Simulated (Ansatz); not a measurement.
`[F][SbH][SH]` and `[NH2][SbH][SH]` differ in one atom or group.

Ansatz, PBE0-D4/def2-TZVP geometries, multiplicity 1. Each molecule was computed in one conformer, which needn't be the lowest.

Elements past krypton have def2 core potentials.

| property | `[F][SbH][SH]` |
| --- | --- |
| ideal-gas entropy at 298 K and 1 bar (rigid rotor, harmonic PBE0-D4/def2-TZVP) / J/(mol·K) | 312 |
| LUMO energy (PBE0/def2-TZVPP) / eV | -1.44 |
| size of the dipole moment (ωB97M-V/def2-TZVPP) / D | 2.32 |
| HOMO–LUMO gap (PBE/def2-TZVPP) / eV | 4.43 |
| HOMO–LUMO gap (PBE0/def2-TZVPP) / eV | 6.43 |
| HOMO energy (ωB97M-V/def2-TZVPP) / eV | -10.05 |

(1) Give the same properties after the change, and the shifts. (Best estimate.)

Answers

(1) Ansatz gave: 
```json
{"property": "ideal-gas entropy at 298 K and 1 bar (rigid rotor, harmonic PBE0-D4/def2-TZVP) / J/(mol·K)", "`[NH2][SbH][SH]`": "329", "shift": "17"}
{"property": "LUMO energy (PBE0/def2-TZVPP) / eV", "`[NH2][SbH][SH]`": "-0.83", "shift": "0.61"}
{"property": "size of the dipole moment (ωB97M-V/def2-TZVPP) / D", "`[NH2][SbH][SH]`": "2.27", "shift": "-0.05"}
{"property": "HOMO–LUMO gap (PBE/def2-TZVPP) / eV", "`[NH2][SbH][SH]`": "4.34", "shift": "-0.09"}
{"property": "HOMO–LUMO gap (PBE0/def2-TZVPP) / eV", "`[NH2][SbH][SH]`": "6.22", "shift": "-0.21"}
{"property": "HOMO energy (ωB97M-V/def2-TZVPP) / eV", "`[NH2][SbH][SH]`": "-9.15", "shift": "0.90"}
```

With PBE0 the HOMO rises by 0.82 eV and the LUMO rises by 0.61 eV, so the gap narrows by about 0.21 eV. PBE moves the HOMO by 0.73 eV and ωB97M-V by 0.90 eV. The zero-point energy changes by 61.3 kJ/mol with +6 modes. Dipoles are sizes alone; their direction can turn.

Spin–orbit coupling is left out; it splits and shifts lone-pair levels of the heavy atoms by tenths of an eV.
